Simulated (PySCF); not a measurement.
**Spin states of GaB**

Unrestricted PBE0; Ga aug-cc-pVDZ-PP with ECP10, B aug-cc-pVDZ; scalar-relativistic core potentials (PySCF 2.14). Outer shells of the fragments: Ga 3d10 4s2 4p1; B 2s2 2p1.

Followed along the bond (rough minima from three points):

```
2Ms+1  unpaired  ⟨S²⟩ at the start  R at minimum (Å)  Te (eV)
    3  σ ↑, π ↑               2.01              2.25     0.00
    3      π ↑↑               2.05              2.05     0.03
    1  σ ↓, π ↑               1.02              2.25     0.17
    1      π ↑↓               1.01              2.06     0.26
    1      none               0.00              2.09     1.00
```

Solutions found at the starting distance of 2.020 Å, counted from the lowest of them; the search is not exhaustive and high or unbound solutions are not listed, so other states can lie among these:

| 2Ms+1 | unpaired | term | E (eV) | ⟨S²⟩ | ⟨Lz²⟩ | μ (D) |
| --- | --- | --- | --- | --- | --- | --- |
| 3 | π ↑↑ | ³Σ⁻ | 0.00 | 2.05 | 0.00 | -1.81 |
| 3 | σ ↑, π ↑ | ³Π | 0.19 | 2.01 | 1.00 | -0.96 |
| 1 | π ↑↓ | mixed | 0.23 | 1.01 | 2.01 | -1.84 |
| 1 | σ ↓, π ↑ | mixed | 0.36 | 1.02 | 1.00 | -1.10 |
| 1 | none | mixed | 0.99 | 0.00 | 2.00 | -1.68 |
| 3 | σ ↑↑, π ↑↓ | mixed | 2.28 | 3.01 | 2.01 | -2.02 |
| 1 | σ ↓↓, π ↑↑ | mixed | 2.75 | 2.01 | 0.00 | -2.11 |
| 3 | π ↑↑ | mixed | 2.93 | 2.02 | 2.01 | 0.37 |
| 3 | σ ↑, π ↑ | ³Π | 3.23 | 2.19 | 1.01 | -2.23 |
| 1 | σ ↓, π ↑ | mixed | 3.81 | 1.04 | 1.03 | -2.37 |

A term symbol is given only where ⟨S²⟩ and ⟨Lz²⟩ are close to those of a pure state; real π, δ and φ orbitals otherwise mix terms. A positive dipole means Ga(−)B(+).

Q: Compare the gap between the two lowest followed solutions at the starting distance with the gap between their minima.

A: At PBE0 the second solution (triplet, unpaired electrons π ↑↑) lies -0.19 eV from the first (triplet, unpaired electrons σ ↑, π ↑) at 2.020 Å and +0.03 eV at the minima; the two curves relax by different amounts, since their minima lie near 2.05 and 2.25 Å. A gap this small is a tie at this level.

Spin–orbit coupling is left out. Counting both spins, an empty level lies below a filled one in some of these solutions, because spin and occupation are held.
